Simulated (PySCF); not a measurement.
# Correlation energy of Al⁺ (aluminium, charge +1)

[Ne] 3s2, closed-shell 1S. Computed with PySCF 2.14 in pcseg-2 (5s4p2d1f, 34 functions), with no relativity, point nucleus. Frozen: [Ne]; 2 electrons correlated.

Total MP2 correlation energy: -27.07 mhartree.

Same-spin part 0.00 and opposite-spin part -27.07 mhartree; SCS-MP2 scales them by 1/3 and 6/5 to -32.48 mhartree.

With two correlated electrons CCSD is exact within the correlated space (frozen core and kept virtual orbitals).

```csv
level,correlation energy (mhartree)
CCSD,-38.90
```

Diagnostics: T1 = 0.0084, D1 = 0.0119, largest double amplitude 0.111.

Cost of the coupled-cluster step: 0.11 s of wall time on 1 thread of Intel(R) Xeon(R) Platinum 8559C (shared host), for 2 correlated electrons.

Iterations:

```
CC2 = 0
CCSD nocc = 1, nmo = 29
frozen orbitals [0, 1, 2, 3, 4]
max_cycle = 100
direct = 0
conv_tol = 1e-08
conv_tol_normt = 1e-06
diis_space = 8
diis_start_cycle = 0
Init t2, MP2 energy = -241.69217722042  E_corr(MP2) -0.0270659544492142
Init E_corr(CCSD) = -0.0270659544492187
cycle = 1  E_corr(CCSD) = -0.0337088870539383  dE = -0.0066429326  norm(t1,t2) = 0.0490518
cycle = 2  E_corr(CCSD) = -0.0364705442599853  dE = -0.00276165721  norm(t1,t2) = 0.0228783
cycle = 3  E_corr(CCSD) = -0.0389062062084295  dE = -0.00243566195  norm(t1,t2) = 0.0111132
cycle = 4  E_corr(CCSD) = -0.0388929977354526  dE = 1.3208473e-05  norm(t1,t2) = 0.000508804
cycle = 5  E_corr(CCSD) = -0.038902909663478  dE = -9.91192803e-06  norm(t1,t2) = 4.16264e-05
cycle = 6  E_corr(CCSD) = -0.0388997558075728  dE = 3.15385591e-06  norm(t1,t2) = 1.26632e-05
cycle = 7  E_corr(CCSD) = -0.0388999341551083  dE = -1.78347536e-07  norm(t1,t2) = 1.20176e-06
cycle = 8  E_corr(CCSD) = -0.0388999988562654  dE = -6.4701157e-08  norm(t1,t2) = 3.21074e-07
cycle = 9  E_corr(CCSD) = -0.0389000009761736  dE = -2.11990823e-09  norm(t1,t2) = 3.20081e-08
CCSD converged
E(CCSD) = -241.7040112669469  E_corr = -0.03890000097617361
```
